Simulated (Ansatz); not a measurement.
Ansatz (a program for electronic structure) input (CCSD(T)/aug-cc-pV(D+d)Z):
A basis named .json is the Basis Set Exchange file of that set.

Ansatz 0.2 input:
```yaml
crystal:
  periodic: [false, false, false]
  atoms:
    - {symbol: Si, position_ang: [0.55412617, 0.17105984, 0.57167104]}
    - {symbol: Cl, position_ang: [0.46283651, 1.71459262, -0.70254222]}
    - {symbol: Cl, position_ang: [2.08891810, -1.08895192, 0.30839643]}
    - {symbol: O, position_ang: [-0.84504528, -0.83442247, 0.12071411]}
    - {symbol: Si, position_ang: [-2.53914455, -0.31790815, -0.23724849]}
    - {symbol: H, position_ang: [0.30087146, 0.54748129, 1.95646454]}
    - {symbol: H, position_ang: [-2.66030836, 0.84648319, 0.64427473]}
    - {symbol: H, position_ang: [-3.29652066, -1.50845123, 0.16135812]}
    - {symbol: H, position_ang: [-2.54282458, -0.02045997, -1.67175966]}
    - {symbol: H, position_ang: [-0.63042644, -1.76968918, -0.03748817]}
basis:
  gaussian:
    orbitals: aug-cc-pV_D+d_Z.json
total_charge: 1
magnetization: {spin_polarized: false}
correlation: {method: ccsd_t, electrons: outside_noble_gas}
output: {forces: true}
```

End of the output:

```
cycle  10  -20.62240677 eV  change    4.9e-6 eV  update   3.6e-6
perturbative correction -0.61155885 eV, -0.0224743731 hartree
the calculation of the forces begins
Total energy: -42867.88808170 eV, -1575.3658301043 hartree
Atom 0 at     0.554126     0.171060     0.571671 Å, force     0.212242     0.238812     0.289321 eV/Å
Atom 1 at     0.462837     1.714593    -0.702542 Å, force    -0.038553     0.323125    -0.243567 eV/Å
Atom 2 at     2.088918    -1.088952     0.308396 Å, force     0.292253    -0.256697    -0.033422 eV/Å
Atom 3 at    -0.845045    -0.834422     0.120714 Å, force     0.109743    -0.419942     0.014025 eV/Å
Atom 4 at    -2.539145    -0.317908    -0.237248 Å, force    -0.506958     0.150808    -0.127116 eV/Å
Atom 5 at     0.300871     0.547481     1.956465 Å, force    -0.034272     0.034478     0.117910 eV/Å
Atom 6 at    -2.660308     0.846483     0.644275 Å, force    -0.003098     0.114201     0.090510 eV/Å
Atom 7 at    -3.296521    -1.508451     0.161358 Å, force    -0.060991    -0.096582     0.035447 eV/Å
Atom 8 at    -2.542825    -0.020460    -1.671760 Å, force     0.000474     0.030127    -0.122647 eV/Å
Atom 9 at    -0.630426    -1.769689    -0.037488 Å, force     0.029159    -0.118330    -0.020460 eV/Å
Dipole moment:    -0.895690    -0.461646     0.113546 e Å
```

It need not be the lowest isomer of its formula.
